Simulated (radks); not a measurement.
Values are calculated unless marked as measured or tabulated.
Spherical quantum dot in the effective-mass picture: electrons in a hard-walled sphere of radius 1.31, with a point charge +1 (a donor) at the centre, all in effective atomic units (hartree* = m*/eps^2 hartree, bohr* = eps/m* bohr), one dielectric constant everywhere. Level of theory: non-relativistic Kohn-Sham, PBEsol, spin-polarised, spherical densities (a radial shooting solver with Libxc functionals). Levels are named by radial order and angular momentum (1s, 1p, 1d, 2s, ...), and open shells are averaged over m.

N = 2, configuration 1s2. This is the lowest configuration that the search found. Occupied and some empty levels:

level,occupation,eigenvalue (hartree*),<r> (bohr*)
1s,2,2.8739,0.6186
1p,0,6.2240,0.7669
1d,0,10.102,0.8449
2s,0,11.038,0.6535

Energy (hartree*): total 3.28009, kinetic 5.8987, external -4.0975, Hartree 2.8910, exchange-correlation -1.4121.
